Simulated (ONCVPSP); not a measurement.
## Ge: ONCV pseudisation with PBEsol, fully relativistic reference atom.

germanium (Ge), optimised norm-conserving Vanderbilt (ONCV), made with ONCVPSP 4.0.1 (PBEsol, fully relativistic). Core [Ne], reference 3s2 3p6 3d10 4s1 4p3. Waves: 3s+4s: rc 1.15 bohr, ncon 4, nbas 7, qcut 12.1 1/bohr, 2 projectors; 3p+4p: rc 1.00 bohr, ncon 4, nbas 8, qcut 12.7 1/bohr, 2 projectors; 3d: rc 0.85 bohr, ncon 3, nbas 8, qcut 15 1/bohr, 2 projectors, debl 1.1 Ha. Local part: polynomial inside 0.55 bohr (lpopt 5, dvloc0 3 Ha). Core correction: none.

Open shells are filled in proportion to 2j + 1.

In the d channel the program set the typed energies aside and used -1.132, 0.250 Ha (j = l + 1/2; the other j can differ).

Poles of the logarithmic derivatives, all-electron (AE) and pseudo (PS). s: poles at -5.8 (AE) and -5.8 (PS) Ha. p3/2: poles at -2.8 (AE) and -2.8 (PS) Ha. p1/2: poles at -3.0 (AE) and -3.0 (PS) Ha. d5/2: poles at 1.7 (AE) and 1.7 (PS) Ha. d3/2: poles at 1.6 (AE) and 1.6 (PS) Ha. Test radii: s 1.17, p3/2 1.01, p1/2 1.01, d5/2 0.86, d3/2 0.86 bohr.

- Cutoffs needed: 105 Ha and 252 Ha (the cutoffs (Ha) at which the residual kinetic energy of the hardest occupied pseudo-wave falls to 1 and 0.1 mHa per electron)
- Ghost test: no bound ghost flagged; GHOST(+) flagged for s at 453.6 eV
- Largest excitation error: +2.6 meV (all-electron minus pseudo) for 3s2 3p6 3d10 4s2 4p0, out of 4 test configurations
